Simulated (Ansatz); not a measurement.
CH$_{5}$FSn, SMILES `[CH3][SnH2][F]`, 8 atoms. Charge 0, multiplicity 1. Correlated methods include outer-core shells of Sn, which these sets cover unevenly. Sn takes the def2 core potential. All runs use 2 threads of a server CPU on a shared host. Correlated methods freeze the cores.

(1) Give the basis size and wall time and peak host memory of each of these runs in Ansatz. RKS PBE0-D4/def2-TZVP frequencies; RKS ωB97M-V/def2-SVP energy; RKS PBE0-D4/def2-QZVPP energy; RKS PBE0-D4/def2-SVP energy; RHF-CCSD(T)/def2-SVP energy; RHF-MP2/def2-QZVPP energy; RKS PBE0-D4/def2-TZVP relaxation (5 steps); RKS B97M-V/def2-TZVPP energy; RHF-CCSD(T)/def2-TZVPP energy; RKS ωB97M-V/def2-QZVPP energy; RKS PBE-D4/def2-TZVPP energy and forces; direct RPA on PBE orbitals/def2-TZVPP energy. (Estimate.)

## Answers

(1) Computed: Other jobs shared the machine, so times are rough.

```json
{"level": "RKS PBE0-D4/def2-SVP", "job": "energy", "functions": "79", "wall time": "1.2 s", "peak host memory (GiB)": "0.16"}
{"level": "RKS PBE-D4/def2-TZVPP", "job": "energy and forces", "functions": "182", "wall time": "2.4 s", "peak host memory (GiB)": "0.2"}
{"level": "RHF-CCSD(T)/def2-SVP", "job": "energy", "functions": "79", "wall time": "3.4 s", "peak host memory (GiB)": "0.29"}
{"level": "RKS ωB97M-V/def2-SVP", "job": "energy", "functions": "79", "wall time": "4.1 s", "peak host memory (GiB)": "0.23"}
{"level": "direct RPA on PBE orbitals/def2-TZVPP", "job": "energy", "functions": "182", "wall time": "4.1 s", "peak host memory (GiB)": "0.36"}
{"level": "RKS PBE0-D4/def2-QZVPP", "job": "energy", "functions": "346", "wall time": "6 s", "peak host memory (GiB)": "0.81"}
{"level": "RKS B97M-V/def2-TZVPP", "job": "energy", "functions": "182", "wall time": "7.5 s", "peak host memory (GiB)": "0.26"}
{"level": "RHF-MP2/def2-QZVPP", "job": "energy", "functions": "346", "wall time": "14 s", "peak host memory (GiB)": "1.3"}
{"level": "RKS ωB97M-V/def2-QZVPP", "job": "energy", "functions": "346", "wall time": "15 s", "peak host memory (GiB)": "1"}
{"level": "RKS PBE0-D4/def2-TZVP", "job": "relaxation (5 steps)", "functions": "142", "wall time": "16 s", "peak host memory (GiB)": "0.29"}
{"level": "RHF-CCSD(T)/def2-TZVPP", "job": "energy", "functions": "182", "wall time": "64 s", "peak host memory (GiB)": "2.1"}
{"level": "RKS PBE0-D4/def2-TZVP", "job": "frequencies", "functions": "142", "wall time": "89 s", "peak host memory (GiB)": "0.31"}
```
